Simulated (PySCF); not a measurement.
# HScO at several levels of theory

All levels use the PBE0 minimum (singlet; Sc–H 1.883 Å, Sc–O 1.660 Å; H–Sc–O 119.3°), basis [Sc def2-TZVP, O def2-TZVP, H def2-TZVP], no relativity, density fitting, no spin–orbit coupling, PySCF. For vertical energies the ionised species is a doublet (spins chosen at PBE0 and kept) and the electron-attached one a doublet. Atomisation goes to high-spin ground-configuration atoms, without zero-point energy. Open shells are unrestricted, also as the reference of the correlated levels. A dash marks a value that was not computed or is not defined at that level.

```tsv
level	atomisation (kJ/mol)	vertical IP (eV)	vertical EA (eV)	−ε(HOMO) (eV)	gap (eV)	dipole (D)
CCSD(T)	877	9.03	0.57	–	–	–
HF	466	8.52	0.53	9.95	9.71	7.28
MP2	949	8.72	0.46	–	–	–
PBE0	914	9.17	0.66	6.79	4.74	6.16
PBE	1005	9.02	0.61	5.57	2.82	5.70
B3LYP	926	9.31	0.72	6.65	4.22	6.05
```

For HScO itself CCSD(T) correlates 18 electrons; T1 = 0.026, D1 = 0.064, (T) = -74 kJ/mol.

(1) Which levels differ least and most from CCSD(T) in the atomisation?

Results:

(1) Least: PBE0 (+37 kJ/mol); most: HF (-411 kJ/mol). CCSD(T) atomisation energies in a triple-zeta basis lie tens of kJ/mol low, so this is no ranking by accuracy.

Without diffuse functions attachment energies tend to come out too low.
